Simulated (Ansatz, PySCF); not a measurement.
Gas-phase reaction (SMILES): O[Si](F)(F)F + F (HF) -> F[Si](F)(F)F [tetrafluorosilane] + O (H2O); hydrogen fluoride cleaves one Si-O bond, a model of a ligand-exchange step.

Geometries: B3LYP-D3(BJ)/def2-TZVP minima from Ansatz (a program for electronic structure), one conformer each, not searched for the lowest. Cores are frozen in the correlated levels unless marked. Spin-orbit coupling is left out. No relativistic terms. CBS(X,Y): correlation extrapolated as X^-3; Hartree-Fock from the larger set. [CCSD(T)-MP2]/basis is that difference in the basis named. Thermal terms are rigid-rotor harmonic-oscillator values from B3LYP-D3(BJ) frequencies (Ansatz or PySCF) at 298.15 K and 1 atm. 1 Eh = 627.5095 kcal/mol.

| species | E, RI-MP2/CBS(aug-cc-pV(T+d)Z,aug-cc-pV(Q+d)Z)+[CCSD(T)-MP2]/aug-cc-pV(T+d)Z (Ansatz) (Eh) | E, PBE0-D4/def2-TZVPD (Ansatz + dftd4) (Eh) | H - E (Eh) | G - E (Eh) |
|---|---|---|---|---|
| O[Si](F)(F)F | -664.50063 | -664.81605 | 0.03005 | -0.00588 |
| F (HF) | -100.39388 | -100.39487 | 0.01259 | -0.00713 |
| F[Si](F)(F)F | -688.52919 | -688.84131 | 0.01842 | -0.01381 |
| O (H2O) | -76.37791 | -76.38102 | 0.02495 | 0.00353 |

Problem. Work out ΔE and ΔH, ΔG, ΔS and the equilibrium constant at 298.15 K at the first level, then ΔH at the second.

Solution. 
1. ΔE = [(-688.52919) + (-76.37791)] - [(-664.50063) + (-100.39388)] = -0.01259 Eh = -7.9 kcal/mol at RI-MP2/CBS(aug-cc-pV(T+d)Z,aug-cc-pV(Q+d)Z)+[CCSD(T)-MP2]/aug-cc-pV(T+d)Z.
2. The terms H - E add up to 0.00073 Eh, so ΔH = (-0.01259 + (0.00073))×627.5095 = -7.4 kcal/mol.
3. The terms G - E add up to 0.00273 Eh, so ΔG = -6.2 kcal/mol, and ΔS = (0.00073 - (0.00273))×627509.5/298.15 = -4.2 cal/(mol K).
4. log10 K = -ΔG/(RT ln 10) = 4.5, with RT ln 10 = 1.3642 kcal/mol.
5. At PBE0-D4/def2-TZVPD the same steps give ΔE = -7.2 and ΔH = -6.7 kcal/mol, a shift of +0.7 from the first level.
6. These values are not checked against measurement here, since the tables used lack a sound gas-phase enthalpy of formation for at least one species.
